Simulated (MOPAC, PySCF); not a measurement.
Complex: H2O (SMILES O) (first 3 atoms) with C2H3N (SMILES CC#N); geometry from B3LYP-D3(BJ)/def2-TZVP, rigid monomers moved along the line of their centres of mass till H2···N6 is 3.70 Å.
(charge 0, multiplicity 1):
```xyz
9

O     -0.1208     0.1615    -0.8812
H      0.0224     0.1125     0.0755
H     -1.0409     0.4239    -0.9777
C      1.0868    -0.2355     6.2612
C      0.7167    -0.1208     4.8609
N      0.4267    -0.0309     3.7540
H      1.4958    -1.2265     6.4587
H      1.8390     0.5131     6.5107
H      0.2121    -0.0818     6.8933
```

Monomers are frozen at their geometry in the pair; levels with a basis set take the counterpoise correction.

Rows in 6-31G* carry no dispersion term and start afresh at each structure (6-31G* with six Cartesian d functions). The state that AM1, PM6 reach isn't checked.

The values were computed with MOPAC for AM1, PM6 (differences of heats of formation); PySCF for 6-31G* rows. 

Question: Estimate the interaction energy that AM1 returns for this input.

Answer: -0.7 kcal/mol
